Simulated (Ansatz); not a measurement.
Species: C₄H₂ISe, charge -1, multiplicity 1. It need not be the lowest isomer of its formula. Whether it binds its extra electron was not tested at this geometry. SMILES: Ic1c[c-][se]c1
Coordinates optimised at B3LYP-D3(BJ)/def2-TZVP (Ansatz, a first-principles code):
```
C
C 1 1.3547
H 2 1.0773 1 127.49
C 1 1.4332 2 119.32 3 -180.00
C 4 1.3783 1 118.35 2 0.00
H 4 1.0863 5 121.73 1 180.00
Se 2 1.8862 3 126.47 1 -180.00
I 1 2.1630 2 119.73 3 0.00
```
Charge -1, spin multiplicity 1.

Parts of the frozen-core correlation energy in def2-SVPD (Ansatz, hartree). Frozen orbitals: 27; correlated occupied orbitals by spin: 16 and 16; virtual: 129 and 129. No spin-orbit coupling. In def2 rows, elements after Kr have scalar-relativistic effective core potentials. The restricted reference is unstable.

```csv
term,value
reference (HF),-2848.65640
MP2 opposite-spin,___
MP2 same-spin,___
CCSD correlation,-0.81177
(T),___
T1 diagnostic,0.018
largest doubles amplitude,0.060
```

**Question.** What belongs in the gaps?

**Answer.** 
- MP2 opposite-spin, value: -0.57025
- MP2 same-spin, value: -0.21681
- (T), value: -0.04447
